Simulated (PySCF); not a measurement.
## Electric field gradients and quadrupole coupling constants

Compound: C5H4F4O.
Numbering: `[F:1][C:2]1=[C:3]([C:4]([F:5])([F:6])[F:7])[CH2:8][O:9][CH2:10]1` (hydrogens: H11, H12 on C8; H13, H14 on C10)

Structure used (GFN2-xTB), in Å, numbered top down from 1:
```
atom  x, y, z in Å
F1    -0.0389    2.2621   -0.6381
C2     0.3341    1.0362   -0.3129
C3    -0.4267   -0.0005    0.0198
C4    -1.9090   -0.1101    0.1236
F5    -2.2955   -0.4423    1.3688
F6    -2.3892   -1.0747   -0.6819
F7    -2.5489    1.0154   -0.1938
C8     0.4700   -1.1722    0.3087
O9     1.7918   -0.6976    0.0972
C10    1.7835    0.6644   -0.2808
H11    0.3625   -1.5212    1.3449
H12    0.2688   -2.0164   -0.3644
H13    2.2578    0.7891   -1.2641
H14    2.3389    1.2674    0.4510
```

Field gradients from the PBE0/pcSseg-1 density (PySCF, non-relativistic), principal values in atomic units, ordered |Vxx| ≤ |Vyy| ≤ |Vzz|:

| atom | Vxx | Vyy | Vzz |
| --- | --- | --- | --- |
| O9 | 0.0553 | 2.1518 | -2.2071 |

Task: Find the asymmetry η = (Vxx − Vyy)/Vzz and the couplings χ = eQV/h (234.96 MHz × Q in barn × V in au), with Q(17O) = −0.0256 b.

Result: 
| atom | environment | nucleus | η | χzz (MHz) | χxx (MHz) | χyy (MHz) |
| --- | --- | --- | --- | --- | --- | --- |
| O9 | cyclic ether oxygen | 17O | 0.95 | 13.28 | -0.33 | -12.94 |

At O9 η is above 0.9: Vyy and Vzz are nearly equal in size and opposite in sign, so a small change could swap them and flip the sign of χzz. 

Task: What is Vzz at O9 in SI units (1 au = 9.71736 × 10²¹ V/m²)?

Result: -2.2071 au = -21.447 × 10²¹ V/m².

Task: And the gradient at the other heavy atoms, for which no coupling is worked out here?

Result: 
| atom | environment | Vzz (au) | η |
| --- | --- | --- | --- |
| F1 | vinyl fluorine | 2.970 | 0.19 |
| C2 | vinylic C–F carbon | -0.424 | 0.56 |
| C3 | fully substituted alkene carbon | -0.111 | 0.18 |
| C4 | CF3 carbon | -0.386 | 0.00 |
| F5 | fluorine of a CF3 group | 2.910 | 0.05 |
| F6 | fluorine of a CF3 group | 2.909 | 0.05 |
| F7 | fluorine of a CF3 group | 2.940 | 0.04 |
| C8 | sp3 carbon bound to oxygen | 0.382 | 0.37 |
| C10 | sp3 carbon bound to oxygen | 0.351 | 0.32 |

Geometry: GFN2-xTB; no solvent, vibrations or thermal averaging. GFN2-xTB bond lengths can be off by several hundredths of an ångström, more for odd bonds, and the gradients follow them. With so small a basis the couplings can be 20 % off.
